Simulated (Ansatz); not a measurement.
A made-up structure of BSnH$_{5}$, singlet:

```xyz
7
angstrom
B -0.2069 -1.3430 0.2296
Sn 0.1575 0.8408 -0.1409
H 0.6866 -2.0990 0.4637
H -1.3207 -1.7722 0.1943
H -0.4216 1.2881 -1.6877
H 0.2358 -0.3520 0.6097
H 1.8024 1.2956 -0.0569
```

It is relaxed with PBE-D4/def2-SVP and then PBE0-D4/def2-TZVP (Ansatz 0.2.0). Atoms count as bonded within 1.22 times the sum of their covalent radii (H–H: 0.88 Å). The end point is not checked to be a true minimum.

Q: Does its bonding change? (Judge from chemistry; the calculation decides.)

A: By the calculation: Yes. Formed: B1–H5; broken: none.

Where it ends: The first stage lowers the energy by 4.74 eV in 19 steps. It ends as BSnH₅ ([H]1[BH2]2[H][SnH]12):
B1  (-0.239, -1.015, -0.054)
Sn2  (0.093, 1.404, -0.013)
H3  (0.563, -1.903, -0.115)
H4  (-1.409, -1.263, -0.002)
H5  (-0.015, -0.271, -1.083)
H6  (0.087, -0.321, 0.982)
H7  (1.852, 1.226, -0.104)
(Å)

Labels in which every atom is bracketed show which atoms are joined, not bond orders.

For scale, one of the runs: PBE0-D4/def2-TZVP relaxation, 111 basis functions, launched by `ansatz run in.yaml --threads 2 --pin off --events-out ev --progress --plain --max-ram 4352MiB`. Hardware: 2 CPU threads of an Arm Neoverse V1, shared host. Wall time about 12 s.
